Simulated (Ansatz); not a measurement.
A geometry relaxed with PBE0-D3(BJ)/def2-SVP (Ansatz, a program for electronic structure), charge 0, multiplicity 1:

```xyz
22

C      0.6554     1.1973    -0.6990
H     -0.0883     0.9455     1.8634
B      2.4697    -0.3005     0.5887
C     -0.8908     1.2603    -0.6584
H      0.9245    -2.2164    -0.1364
H      1.0972     2.1168    -0.2856
C      0.5626    -1.2908    -0.6132
H     -1.3675     1.1950    -1.6477
C     -1.2663     0.0581     0.2219
H      0.9641    -1.2739    -1.6367
H      1.0584     1.0803    -1.7163
C     -0.9859    -1.2274    -0.5696
S     -2.9674     0.0473     0.8451
H     -2.9072     1.2461     1.4653
H     -1.2417     2.1936    -0.1918
H     -1.4040    -2.0981    -0.0416
H     -0.1535    -0.8442     1.9001
H     -1.4402    -1.1955    -1.5709
H      3.3844     0.0249    -0.1363
C      0.9981    -0.0180     0.1888
H      2.7191    -0.9370     1.5890
C     -0.1209     0.0365     1.2412
```

Task: Write the SMILES of this molecule.

Result: `B[C@]12CC[C@](S)(CC1)C2`
